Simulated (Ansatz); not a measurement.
Cu4, relaxed as a singlet with RKS PBE-D4/def2-SVP in Ansatz, starting from the GFN1-xTB geometry. Force threshold 0.02 eV/Å.

The relaxation made no stability test and no search for a lower SCF solution. The structure comes from a short search, and lower isomers may exist.

Start:

```xyz
4

Cu    0.489    0.952   -0.399
Cu   -0.489   -0.951    0.399
Cu    1.815   -0.569    0.868
Cu   -1.815    0.569   -0.867
```

Task: Estimate the energy that the relaxation releases and the steps that it takes.

Result: 0.6 kJ/mol, in 3 steps; 4.5 s on 4 threads of Arm Neoverse V2 on a shared host. No frequencies were taken in this run, so the end may be a saddle point.

Task: Does the start keep its bonding and symmetry?

Result: By distances, no bond broke or formed. The bond that changes most is Cu1–Cu3, from 2.38 to 2.36 Å (atoms count from 1). Point group D2h at the start, D2h at the end, both within 0.05 Å.

Task: Predict the relaxed structure.

Result: 
```csv
atom,x (Å),y (Å),z (Å)
Cu1,0.4870,0.9476,-0.3973
Cu2,-0.4869,-0.9476,0.3973
Cu3,1.7924,-0.5619,0.8570
Cu4,-1.7925,0.5619,-0.8569
```
Bond lengths (bridged metal pairs left out): 5 × Cu–Cu 2.27 to 2.36 Å.
